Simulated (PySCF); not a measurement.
## Se⁻: script and output

The script input.py:

```python
from pyscf import gto, scf

mol = gto.M(
    atom='Se 0 0 0',
    basis='sapporo-dkh3-dzp-2012',
    charge=-1,
    spin=1,
    verbose=4,
)
mf = scf.UHF(mol)
mf = mf.sfx2c1e()
mf = mf.density_fit(auxbasis='def2-universal-jkfit')
mf.kernel()
mf.analyze()
print('orbital energies (hartree):', [e[max(0, n-3):n+3].round(4) for e, n in zip(mf.mo_energy, mol.nelec)])
```

```bash
$ OMP_NUM_THREADS=1 python input.py
```

It prints (some set-up lines and the per-cycle HOMO/LUMO lines with their warnings removed):

```
PySCF version 2.14.0

[INPUT] verbose = 4
[INPUT] num. atoms = 1
[INPUT] num. electrons = 35
[INPUT] charge = -1
[INPUT] spin (= nelec alpha-beta = 2S) = 1
[INPUT] symmetry False subgroup None
[INPUT] Mole.unit = angstrom
[INPUT] Symbol           X                Y                Z      unit          X                Y                Z       unit  Magmom
[INPUT]  1 Se     0.000000000000   0.000000000000   0.000000000000 AA    0.000000000000   0.000000000000   0.000000000000 Bohr   0.0

nuclear repulsion = 0
number of shells = 15
number of NR pGTOs = 119
number of NR cGTOs = 43
basis = sapporo-dkh3-dzp-2012
ecp = {}

******** <class 'pyscf.df.df_jk.DFsfX2C1eUHF'> ********
method = DFsfX2C1eUHF
initial guess = minao
damping factor = 0
level_shift factor = 0
DIIS = <class 'pyscf.scf.diis.CDIIS'>
diis_start_cycle = 1
diis_space = 8
diis_damp = 0
SCF conv_tol = 1e-09
SCF conv_tol_grad = None
SCF max_cycles = 50
direct_scf = False
number electrons alpha = 18  beta = 17

******** <class 'pyscf.x2c.sfx2c1e.SpinFreeX2CHelper'> ********
approx = 1e
xuncontract = 1
Set gradient conv threshold to 3.16228e-05
******** <class 'pyscf.df.df.DF'> ********
auxbasis = def2-universal-jkfit
init E= -2427.7409997688

cycle= 1 E= -2428.03497608658  delta_E= -0.294  |g|= 0.154  |ddm|= 0.828
cycle= 2 E= -2428.05516415714  delta_E= -0.0202  |g|= 0.0887  |ddm|= 0.432
cycle= 3 E= -2428.05671404816  delta_E= -0.00155  |g|= 0.0248  |ddm|= 0.0588
cycle= 4 E= -2428.05685789618  delta_E= -0.000144  |g|= 0.00512  |ddm|= 0.0164
cycle= 5 E= -2428.0568913857  delta_E= -3.35e-05  |g|= 0.0012  |ddm|= 0.0126
cycle= 6 E= -2428.05689411973  delta_E= -2.73e-06  |g|= 0.000276  |ddm|= 0.00494
cycle= 7 E= -2428.05689429255  delta_E= -1.73e-07  |g|= 7.11e-05  |ddm|= 0.00141
cycle= 8 E= -2428.05689430622  delta_E= -1.37e-08  |g|= 2.75e-05  |ddm|= 0.000364
cycle= 9 E= -2428.05689430884  delta_E= -2.62e-09  |g|= 2.39e-06  |ddm|= 0.000219
cycle= 10 E= -2428.05689430885  delta_E= -1.18e-11  |g|= 2.11e-07  |ddm|= 1.39e-05
Extra cycle  E= -2428.05689430886  delta_E= -4.55e-13  |g|= 7.35e-08  |ddm|= 4.72e-07
converged SCF energy = -2428.05689430886  <S^2> = 0.75651381  2S+1 = 2.0065032
**** SCF Summaries ****
Total Energy =                       -2428.056894308855135
Nuclear Repulsion Energy =               0.000000000000000
One-electron Energy =                -3389.916987187110408
Two-electron Energy =                  961.860092878255386
Two-electron Coulomb Energy =         1048.947894063333479
DFT Exchange-Correlation Energy =      -87.087801185078092
**** MO energy ****
                             alpha | beta                alpha | beta
[7 lines left out]
MO #8   energy= -6.40440610311     | -6.40304373816095  occ= 1 | 1
MO #9   energy= -6.40440610309242  | -6.40080882483091  occ= 1 | 1
MO #10  energy= -2.28906587123058  | -2.28098623540823  occ= 1 | 1
MO #11  energy= -2.28471108411581  | -2.27860383437123  occ= 1 | 1
MO #12  energy= -2.28471108410522  | -2.27860383436066  occ= 1 | 1
MO #13  energy= -2.27198719356262  | -2.2717493506809   occ= 1 | 1
MO #14  energy= -2.27198719355683  | -2.27174935067512  occ= 1 | 1
MO #15  energy= -0.61326202660219  | -0.522022911733453 occ= 1 | 1
MO #16  energy= -0.14312201170377  | -0.0657530866622311 occ= 1 | 1
MO #17  energy= -0.085414446781059 | -0.0657530866576908 occ= 1 | 1
MO #18  energy= -0.0854144467765361 | 0.251832995223834  occ= 1 | 0
MO #19  energy= 0.538802044640228  | 0.578640309791805  occ= 0 | 0
MO #20  energy= 0.571529616966673  | 0.578640309806732  occ= 0 | 0
MO #21  energy= 0.571529616981907  | 0.614677258542994  occ= 0 | 0
[22 lines left out]

To work with the spin densities directly, `use mulliken_meta_spin()` only printing them here.

 ** Mulliken spin pop alpha/beta on meta-lowdin orthogonal AOs **
 ** Mulliken Spin Density (per AO)  **
 ** Mulliken Spin Density (per atom)  **
spin density of  0 Se =      1.00000
 ** Mulliken pop alpha/beta on meta-lowdin orthogonal AOs **
 ** Mulliken pop       alpha | beta **
pop of  0 Se 1s        1.00000 | 1.00000
pop of  0 Se 2s        1.00000 | 1.00000
pop of  0 Se 3s        1.00000 | 1.00000
pop of  0 Se 4s        0.99756 | 0.99731
pop of  0 Se 5s        0.00117 | 0.00097
pop of  0 Se 6s        0.00001 | 0.00000
pop of  0 Se 2px       1.00000 | 1.00000
pop of  0 Se 2py       1.00000 | 1.00000
pop of  0 Se 2pz       1.00000 | 1.00000
pop of  0 Se 3px       1.00000 | 1.00000
pop of  0 Se 3py       1.00000 | 0.99999
pop of  0 Se 3pz       1.00000 | 1.00000
[31 lines left out]
In total            18.00000 | 17.00000
 ** Mulliken atomic charges   ( Nelec_alpha | Nelec_beta ) **
charge of  0Se =     -1.00000  (    18.00000     17.00000 )
Dipole moment(X, Y, Z, Debye): -0.00000, -0.00000, -0.00000
orbital energies (hartree): [array([-0.1431, -0.0854, -0.0854,  0.5388,  0.5715,  0.5715]), array([-0.522 , -0.0658, -0.0658,  0.2518,  0.5786,  0.5786])]
```

In short: E(SCF) = -2428.056894 Eh, 10 cycles, ⟨S²⟩ = 0.757.

It ran on Intel Xeon 6975P-C (1 thread, shared host) in 0.68 s, peak memory 0.13 GiB.

The basis has no diffuse functions, which an anion needs. No search for the lowest solution was made.
